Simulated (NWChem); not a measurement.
System: MoH2S3O; SMILES [SH][Mo]([SH])(=[O])=[S]

NWChem input:

```
start job
memory heap 200 mb stack 900 mb global 1100 mb
geometry units angstroms noautoz
  Mo     0.030909     0.223204     0.000000
  O     -0.138235     1.879003     0.000000
  S      2.048932    -0.374159     0.000000
  S     -0.911334    -0.637419     1.942219
  H     -1.869437     0.320367     1.996879
  S     -0.911334    -0.637419    -1.942219
  H     -1.869437     0.320367    -1.996879
end
basis spherical
  Mo library def2-svp
  O library def2-svp
  S library def2-svp
  H library def2-svp
end
ecp
  Mo library def2-ecp
end
dft
  xc hfexch
  iterations 150
  mulliken
end
task dft energy
```

Output (shortened):

```
             Northwest Computational Chemistry Package (NWChem) 7.3.0
             --------------------------------------------------------

 CS  symmetry detected

                             Geometry "geometry" -> ""
                             -------------------------

 Output coordinates in angstroms (scale by  1.889725989 to convert to a.u.)

  No.       Tag          Charge          X              Y              Z
 ---- ---------------- ---------- -------------- -------------- --------------
    1 Mo                  42.0000     0.04824272     0.23355622     0.00000000
    2 O                    8.0000     0.00669750     1.89745346     0.00000000
    3 S                   16.0000     2.01445788    -0.51694848     0.00000000
    4 S                   16.0000    -0.95728200    -0.55220065    -1.94221900
    5 H                    1.0000    -1.83903818     0.47630380    -1.99687900
    6 S                   16.0000    -0.95728200    -0.55220065     1.94221900
    7 H                    1.0000    -1.83903818     0.47630380     1.99687900

 Effective nuclear repulsion energy (a.u.)     795.3670098352

      Symmetry information
      --------------------

 Group name             Cs
 Group number              2
 Group order               2
 No. of unique centers     5

 Summary of "ao basis" -> "ao basis" (spherical)
 ------------------------------------------------------------------------------
       Tag                 Description            Shells   Functions and Types
 ---------------- ------------------------------  ------  ---------------------
 Mo                         def2-svp                11       31   5s3p2d1f
 O                          def2-svp                 6       14   3s2p1d
 S                          def2-svp                 8       18   4s3p1d
 H                          def2-svp                 3        5   2s1p

      Symmetry analysis of basis
      --------------------------

        a'         67
        a"         42

            General Information
            -------------------
          SCF calculation type: DFT
          Wavefunction type:  closed shell.
          No. of atoms     :     7
          No. of electrons :    72
           Alpha electrons :    36
            Beta electrons :    36
          Charge           :     0
          Spin multiplicity:     1
          Use of symmetry is: on ; symmetry adaption is: on
          Maximum number of iterations: 150
          AO basis - number of functions:   109
                     number of shells:    47
          Convergence on energy requested:  1.00D-06
          Convergence on density requested:  1.00D-05
          Convergence on gradient requested:  5.00D-04

              XC Information
              --------------
                     Hartree-Fock (Exact) Exchange  1.000

      Superposition of Atomic Density Guess
      -------------------------------------

 Sum of atomic energies:       -1345.02365518

      Non-variational initial energy
      ------------------------------

 Total energy =   -1335.768341
 1-e energy   =   -2657.550071
 2-e energy   =     925.046465
 HOMO         =      -0.316314
 LUMO         =      -0.073916

      Symmetry analysis of molecular orbitals - initial
      -------------------------------------------------

  Numbering of irreducible representations:

     1 a'          2 a"

  Orbital symmetries:

     1 a'          2 a'          3 a"          4 a'          5 a'
     6 a'          7 a"          8 a'          9 a"         10 a'
    11 a'         12 a"         13 a'         14 a"         15 a'
    16 a"         17 a'         18 a'         19 a'         20 a"
    21 a'         22 a'         23 a"         24 a'         25 a"
    26 a'         27 a'         28 a'         29 a"         30 a'
    31 a"         32 a'         33 a'         34 a"         35 a'
    36 a"         37 a"         38 a'         39 a"         40 a'
    41 a'         42 a'         43 a"         44 a'         45 a'
    46 a"

     ---------------------------------------------
      Total Density - Mulliken Population Analysis
     ---------------------------------------------

    Atom       Charge   Shell Charges
 -----------   ------   -------------------------------------------------------
    1 Mo  14    11.86  -0.39  1.55  0.86  0.41  0.06  5.94  0.41  0.17  2.21  0.59  0.06
    2 O    8     9.02   1.99  1.16  0.75  3.15  1.96  0.01
    3 S   16    16.70   2.00  1.99  1.25  0.65  5.94  1.92  2.92  0.03
    4 S   16    16.45   2.00  1.99  1.21  0.62  5.94  1.82  2.84  0.03
    5 H    1     0.76   0.56  0.17  0.03
    6 S   16    16.45   2.00  1.99  1.21  0.62  5.94  1.82  2.84  0.03
    7 H    1     0.76   0.56  0.17  0.03

   convergence    iter        energy       DeltaE   RMS-Dens  Diis-err
 ---------------- ----- ----------------- --------- --------- ---------
 d= 0,ls=0.0,diis     1  -1335.3955661617 -1.73D+03  2.68D-02  2.78D+00
 d= 0,ls=0.0,diis     2  -1334.3691556681  1.03D+00  1.74D-02  1.35D+01
 d= 0,ls=0.0,diis     3  -1335.7470573250 -1.38D+00  1.43D-03  1.66D-02
 d= 0,ls=0.0,diis     4  -1335.7504937751 -3.44D-03  5.34D-04  2.00D-03
 d= 0,ls=0.0,diis     5  -1335.7511323241 -6.39D-04  3.27D-04  3.56D-04
  Resetting Diis
 d= 0,ls=0.0,diis     6  -1335.7513362393 -2.04D-04  1.68D-04  1.18D-04
 d= 0,ls=0.0,diis     7  -1335.7514013508 -6.51D-05  1.07D-04  5.66D-05
 d= 0,ls=0.0,diis     8  -1335.7514273650 -2.60D-05  5.01D-05  5.39D-05
 d= 0,ls=0.0,diis     9  -1335.7514393792 -1.20D-05  1.91D-04  1.41D-05
 d= 0,ls=0.0,diis    10  -1335.7514649260 -2.55D-05  3.30D-05  3.62D-06
 d= 0,ls=0.0,diis    11  -1335.7514666894 -1.76D-06  2.84D-05  1.42D-06
 d= 0,ls=0.0,diis    12  -1335.7514677615 -1.07D-06  3.35D-05  4.30D-07
 d= 0,ls=0.0,diis    13  -1335.7514684018 -6.40D-07  8.85D-06  3.27D-08

         Total DFT energy =    -1335.751468401847
      One electron energy =    -2658.792455734688
           Coulomb energy =     1017.259969721487
    Exchange-Corr. energy =      -90.954248096497
 Nuclear repulsion energy =      396.735265707851

 Numeric. integr. density =        0.000000000000

                  Occupations of the irreducible representations
                  ----------------------------------------------

                     irrep           alpha         beta
                     --------     --------     --------
                     a'               23.0         23.0
                     a"               13.0         13.0

                       DFT Final Molecular Orbital Analysis
                       ------------------------------------

 Vector   34  Occ=2.000000D+00  E=-4.209414D-01  Symmetry=a"
              MO Center=  2.0D-01, -4.7D-01, -3.0D-13, r^2= 5.3D+00
   Bfn.  Coefficient  Atom+Function         Bfn.  Coefficient  Atom+Function
  ----- ------------  ---------------      ----- ------------  ---------------
    58      0.338124  3 S  pz                55      0.249481  3 S  pz
    75     -0.241823  4 S  py                98      0.241823  6 S  py
     8     -0.219979  1 Mo pz                11      0.191430  1 Mo pz
    72     -0.173601  4 S  py                74     -0.173975  4 S  px
    95      0.173601  6 S  py                97      0.173975  6 S  px

 Vector   35  Occ=2.000000D+00  E=-4.047646D-01  Symmetry=a'
              MO Center=  1.4D+00, -2.7D-01,  2.7D-14, r^2= 3.1D+00
   Bfn.  Coefficient  Atom+Function         Bfn.  Coefficient  Atom+Function
  ----- ------------  ---------------      ----- ------------  ---------------
    57      0.503308  3 S  py                54      0.360422  3 S  py
    56      0.218957  3 S  px                51      0.203702  3 S  py
     7     -0.162747  1 Mo py                35     -0.152596  2 O  px
    53      0.152134  3 S  px                38     -0.139904  2 O  px
    36     -0.137543  2 O  py                39     -0.103328  2 O  py

 Vector   36  Occ=2.000000D+00  E=-3.776075D-01  Symmetry=a"
              MO Center= -3.3D-01, -4.1D-01, -2.8D-13, r^2= 5.7D+00
   Bfn.  Coefficient  Atom+Function         Bfn.  Coefficient  Atom+Function
  ----- ------------  ---------------      ----- ------------  ---------------
    58      0.276964  3 S  pz                76     -0.271699  4 S  pz
    99     -0.271699  6 S  pz                74      0.265165  4 S  px
    97     -0.265165  6 S  px                55      0.192683  3 S  pz
    75      0.187891  4 S  py                98     -0.187891  6 S  py
    71      0.176040  4 S  px                73     -0.176659  4 S  pz

 Vector   37  Occ=0.000000D+00  E=-1.532521D-02  Symmetry=a"
              MO Center=  7.0D-01, -1.1D-01,  1.7D-14, r^2= 3.4D+00
   Bfn.  Coefficient  Atom+Function         Bfn.  Coefficient  Atom+Function
  ----- ------------  ---------------      ----- ------------  ---------------
    18      0.648250  1 Mo d  1              58      0.542572  3 S  pz
    23      0.286770  1 Mo d  1              16      0.267171  1 Mo d -1
    55      0.245456  3 S  pz                76      0.208376  4 S  pz
    99      0.208376  6 S  pz                83      0.152395  5 H  s
   106     -0.152395  7 H  s                 14      0.150149  1 Mo pz

 Vector   38  Occ=0.000000D+00  E=-9.316128D-03  Symmetry=a'
              MO Center= -4.4D-02, -4.1D-02,  1.6D-14, r^2= 3.3D+00
   Bfn.  Coefficient  Atom+Function         Bfn.  Coefficient  Atom+Function
  ----- ------------  ---------------      ----- ------------  ---------------
    17      0.566224  1 Mo d  0              15     -0.349810  1 Mo d -2
    57      0.332901  3 S  py                19     -0.314536  1 Mo d  2
    22      0.273444  1 Mo d  0              74     -0.263063  4 S  px
    97     -0.263063  6 S  px                75     -0.178335  4 S  py
    98     -0.178335  6 S  py                49      0.171443  3 S  s

 Vector   39  Occ=0.000000D+00  E= 5.202937D-02  Symmetry=a"
              MO Center= -1.7D-01,  4.3D-01, -3.0D-13, r^2= 3.0D+00
   Bfn.  Coefficient  Atom+Function         Bfn.  Coefficient  Atom+Function
  ----- ------------  ---------------      ----- ------------  ---------------
    16      0.737458  1 Mo d -1              67     -0.470135  4 S  s
    90      0.470135  6 S  s                 21      0.354018  1 Mo d -1
    40     -0.350359  2 O  pz                76     -0.339236  4 S  pz
    99     -0.339236  6 S  pz                37     -0.284301  2 O  pz
    18     -0.267920  1 Mo d  1              14     -0.227265  1 Mo pz

     ---------------------------------------------
      Total Density - Mulliken Population Analysis
     ---------------------------------------------

    Atom       Charge   Shell Charges
 -----------   ------   -------------------------------------------------------
    1 Mo  14    13.28  -0.40  1.62  0.82  0.36 -0.03  6.01  0.63  0.15  3.29  0.74  0.09
    2 O    8     8.48   1.99  1.11  0.81  2.71  1.84  0.02
    3 S   16    16.10   2.00  1.99  1.23  0.66  5.94  1.71  2.53  0.05
    4 S   16    16.19   2.00  1.99  1.19  0.65  5.94  1.75  2.62  0.06
    5 H    1     0.88   0.69  0.15  0.03
    6 S   16    16.19   2.00  1.99  1.19  0.65  5.94  1.75  2.62  0.06
    7 H    1     0.88   0.69  0.15  0.03

     -------------------------------------------
      Total Density - Lowdin Population Analysis
     -------------------------------------------

    Atom       Charge   Shell Charges
 -----------   ------   -------------------------------------------------------
    1 Mo  14    14.56   0.00  0.98  0.93  0.38  0.16  5.66  1.09  0.50  3.04  1.68  0.12
    2 O    8     8.20   1.98  0.98  0.67  2.61  1.94  0.02
    3 S   16    15.71   2.00  1.96  0.95  0.66  5.82  1.83  2.43  0.05
    4 S   16    15.79   2.00  1.95  0.93  0.64  5.82  1.85  2.55  0.06
    5 H    1     0.98   0.60  0.29  0.08
    6 S   16    15.79   2.00  1.95  0.93  0.64  5.82  1.85  2.55  0.06
    7 H    1     0.98   0.60  0.29  0.08

     Multipole analysis of the density
     ---------------------------------

     L   x y z        total         alpha         beta         nuclear
     -   - - -        -----         -----         ----         -------
     0   0 0 0      0.000000    -36.000000    -36.000000     72.000000

     1   1 0 0     -0.858935      0.846850      0.846850     -2.552634
     1   0 1 0     -0.037829      6.160087      6.160087    -12.358003
     1   0 0 1     -0.000000     -0.000000     -0.000000     -0.000000

     2   2 0 0    -48.907696   -204.882151   -204.882151    360.856605
     2   1 1 0     -3.083288      0.670330      0.670330     -4.423949
     2   1 0 1     -0.000000     -0.000000     -0.000000     -0.000000
     2   0 2 0    -55.666858   -106.492256   -106.492256    157.317655
     2   0 1 1      0.000000      0.000000      0.000000     -0.000000
     2   0 0 2    -51.809344   -255.677520   -255.677520    459.545697
```

Level: Hartree-Fock/def2-SVP with def2 effective core potentials on Mo. Coordinates come from a PBE0/def2-SVP optimisation. No frequency run checked for a minimum. def2 effective core potentials on Mo; no spin-orbit coupling.
